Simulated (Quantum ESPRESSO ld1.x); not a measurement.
Task: This ld1.x (Quantum ESPRESSO 7.5) run is given with its output. Can the result be used, and if not, why?

```
 &input
    zed=17.0,
    iswitch=1,
    rel=1,
    dft='PBE',
    config='[Ar]',
    verbosity='high',
    prefix='ld1',
    max_out_wfc=37,
    file_charge='ld1.rho',
 /
```

```
     Program LD1 v.7.5 starts

     --------------------------- All-electron run ----------------------------

     scalar relativistic calculation

     atomic number is 17.00
     dft =PBE   lsd =0 sic =0 latt =0  beta=0.20 tr2=1.0E-14
     Exchange-correlation= PBE
                           (   1   4   3   4   0   0   0)
     mesh =1931 r(mesh) = 100.16178 a.u. xmin = -8.00 dx = 0.00800
     1 Ry =  13.60569312 eV, c = 137.03599908

     n l     nl                  e(Ry)          e(Ha)          e(eV)
     1 0     1S 1( 2.00)    -201.480770050    -100.740385025  -2741.2855275
     2 0     2S 1( 2.00)     -17.840903785      -8.920451893   -242.7378619
     2 1     2P 1( 6.00)     -13.351900236      -6.675950118   -181.6618572
     3 0     3S 1( 2.00)      -0.834118958      -0.417059479    -11.3487666
     3 1     3P 1( 6.00)       0.017291211       0.008645606      0.2352589

     final scf error:  9.6E-15 reached in  43 iterations

     Etot =    -923.158758 Ry,    -461.579379 Ha,  -12560.214767 eV

     Ekin =     927.265072 Ry,     463.632536 Ha,   12616.084015 eV
     Encl =   -2213.174411 Ry,   -1106.587206 Ha,  -30111.771869 eV
     Eh   =     419.438465 Ry,     209.719233 Ha,    5706.751044 eV
     Exc  =     -56.687884 Ry,     -28.343942 Ha,    -771.277957 eV
```

Result: No. The residual met the threshold, but the solution is spurious: in the last iteration no bound solution was found for 3p (the eigenvalue is printed as zero or positive). The species is Cl- with 18 electrons. In a local or semilocal functional the extra electron of a negative ion sees its own charge, the potential lacks the -1/r tail, and the highest level tends to rise to zero. The printed total energy is meaningless.
